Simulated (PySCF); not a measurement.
## Electronic structure of Cr²⁺ (chromium, charge +2) at the UHF level

Configuration: [Ar] 3d3 4p1, one real determinant (an excited configuration). Calculation: PySCF 2.14, in x2c-TZVPPall; scalar relativity by spin-free X2C-1e.

```
Total energy                                                  : -1048.465543 hartree
One-electron energy                                           : -1421.3921 hartree
Hartree (Coulomb) energy                                      : 420.2676 hartree
Exchange energy                                               : -47.3411 hartree
⟨S²⟩                                                          : 6.0024
⟨L²⟩                                                          : 14.030
Sum of ⟨r⟩                                                    : 16.09 bohr
Sum of ⟨r²⟩                                                   : 24.11 bohr²
Traceless quadrupole moment −½Σ⟨3z² − r²⟩ along its main axis : -4.30 e·bohr²
Langevin diamagnetic susceptibility                           : -19.1 ×10⁻⁶ cm³/mol
```

```
shell  electrons  mean orbital energy (hartree)  spread (hartree)  rms radius, mean of both spins (bohr)
 1s α          1                     -223.19100                 0                                 0.0734
 1s β          1                     -223.18682                 0                                 0.0734
 2s α          1                      -27.80828                 0                                  0.316
 2s β          1                      -27.72597                 0                                  0.316
 2p α          3                      -23.44305           0.00370                                  0.287
 2p β          3                      -23.35811           0.00472                                  0.287
 3s α          1                       -4.61328                 0                                  0.953
 3s β          1                       -4.35698                 0                                  0.953
 3p α          3                       -3.33554           0.00432                                   1.02
 3p β          3                       -3.02351           0.01645                                   1.02
 3d α          3                       -1.49646           0.00681                                   1.23
 4p α          1                       -0.68665                 0                                   3.29
```

⟨L²⟩ = 14.03 against 20 for a pure G term, so this real determinant mixes terms.

Densities and radii are taken from the X2C orbitals without a picture-change correction, which distorts them close to the nucleus.

Spin-orbit constants ζ (cm⁻¹) from the X2C one-electron operator on these orbitals: bare nucleus, nucleus screened by l(l+1)(2l+1)/3 electrons, and screened by the Breit-Pauli mean field of the electrons.

```
shell   bare  screened nucleus  mean field
   2p  49240             45140       43240
   3p   6001              5501        5238
   3d  538.8             314.3       279.6
   4p  486.9             446.4       423.0
```

To first order the Landé constant is A = 78.86 cm⁻¹, so the lowest level has J = 2 and lies 0.0978 eV below the centre of the term. This holds in LS coupling only.
